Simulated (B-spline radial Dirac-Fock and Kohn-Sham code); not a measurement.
X-ray form factors of terbium in several charge states

Model: Dirac-Fock densities. Program: a radial atomic solver.

Configurations: Tb⁸⁺ [Kr] 4d10 4f7 5s2 5p2; Tb¹³⁺ [Kr] 4d10 4f4 5s2; Tb¹⁵⁺ [Kr] 4d10 4f4. The first column is f₀ of Tb⁸⁺, the others are differences from it.

| s (Å⁻¹) | Tb⁸⁺ | Δ Tb¹³⁺ | Δ Tb¹⁵⁺ |
| --- | --- | --- | --- |
| 0 | 57.000 | -5.000 | -7.000 |
| 0.1 | 55.555 | -4.476 | -6.270 |
| 0.2 | 51.723 | -3.209 | -4.478 |
| 0.3 | 46.640 | -1.830 | -2.479 |
| 0.4 | 41.381 | -0.812 | -0.958 |
| 0.5 | 36.557 | -0.256 | -0.124 |
| 0.7 | 28.806 | +0.042 | +0.187 |
| 0.9 | 23.341 | +0.063 | +0.031 |
| 1.1 | 19.678 | +0.062 | -0.018 |
| 1.4 | 16.306 | +0.043 | +0.028 |

Values without a named source are computed, but for edge energies of neutral atoms, which are taken from tables.
